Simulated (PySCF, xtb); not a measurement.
CH6FNO2Si, SMILES CN[Si](O)(O)F.

GFN2-xTB (xtb) at its own geometry gives an orbital gap of 7.54 eV and a dipole moment of 2.13 D.

The structure is a stationary point at PBE0-D3(BJ)/def2-SVP. The structure was generated by enumeration, and PubChem lists no compound with its InChIKey, so it may never have been made. One conformer was computed; it need not be the lowest.

### Question
What does PBE/def2-TZVP (PySCF) give? (An estimate is asked for; the answer gives what the named calculation found.)

### Answer
gap 5.47 eV (levels -5.80 and -0.33 eV), dipole 1.98 D.
